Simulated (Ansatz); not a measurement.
Geometry optimisation, RKS PBE/6-31G* (Ansatz 0.2.0).

input.yaml

```yaml
crystal:
  periodic: [false, false, false]
  atoms:
    - { symbol: B, position_ang: [-0.043314, 0.597751, -0.522653] }
    - { symbol: H, position_ang: [0.033097, 0.126631, 1.831137] }
    - { symbol: "N", position_ang: [1.211643, -0.065636, -0.673657] }
    - { symbol: H, position_ang: [1.316386, -0.899692, -1.243485] }
    - { symbol: H, position_ang: [2.082069, 0.435355, -0.525982] }
    - { symbol: "N", position_ang: [-1.278447, 0.008835, -0.927205] }
    - { symbol: H, position_ang: [-1.367827, -0.96146, -1.211832] }
    - { symbol: H, position_ang: [-2.16499, 0.467162, -0.742682] }
    - { symbol: F, position_ang: [-0.062499, 1.841967, -0.009884] }
    - { symbol: H, position_ang: [-0.043019, 0.832986, 1.866644] }
basis:
  gaussian: { orbitals: "6-31G*" }
hamiltonian:
  xc: pbe
relax:
  f_tol: 0.03
  max_steps: 50
```

Launched with:

```bash
$ ansatz run input.yaml --threads 1 --pin off --max-ram 2048MiB --backend cpu --events-out ev --progress --plain --runs-dir out
```

Problem. Where does it end, and by what steps?

Solution. The forces met the threshold. The force dipped under the threshold on the way, but the program's further checks kept it going. After 21 steps the energy has fallen by 0.244 eV; H2 moved furthest, 1.77 Å.

| step | energy less start (eV) | largest force component (eV/Å) | accepted |
| --- | --- | --- | --- |
| 0 | 0.0000 | 1.602 | yes |
| 1 | -0.1363 | 0.528 | yes |
| 2 | -0.1782 | 0.199 | yes |
| 3 | -0.1962 | 0.078 | yes |
| 4 | -0.1937 | 0.163 | no |
| 5 | -0.1982 | 0.035 | yes |
| 6 | -0.2029 | 0.079 | yes |
| 7 | -0.1971 | 0.799 | no |
| 8 | -0.2072 | 0.074 | yes |
| 9 | -0.2110 | 0.223 | yes |
| 10 | -0.2142 | 0.405 | yes |
| 11 | -0.2252 | 0.090 | yes |
| 12 | -0.2273 | 0.050 | yes |
| 13 | -0.2318 | 0.299 | yes |
| 14 | -0.2357 | 0.346 | yes |
| 15 | -0.2400 | 0.025 | yes |
| 16 | -0.2414 | 0.104 | yes |
| 17 | -0.2420 | 0.128 | yes |
| 18 | -0.2433 | 0.090 | yes |
| 19 | -0.2438 | 0.044 | yes |
| 20 | -0.2442 | 0.030 | yes |
| 21 | -0.2443 | 0.028 | yes |

```xyz
10
Properties=species:S:1:pos:R:3
B -0.034 0.368 -0.706
H -0.043 0.888 3.427
N 1.232 -0.119 -1.136
H 1.366 -0.767 -1.906
H 2.093 0.261 -0.758
N -1.283 -0.050 -1.245
H -1.391 -0.769 -1.952
H -2.159 0.288 -0.858
F -0.052 1.301 0.293
H -0.046 0.983 2.681
```

Whether the end is a true minimum wasn't checked by a vibrational analysis.

Run time: 52 s on 1 thread of Intel(R) Xeon(R) Platinum 8175M CPU @ 2.50GHz (Skylake/Cascade Lake) (shared host), peak memory 0.15 GiB.
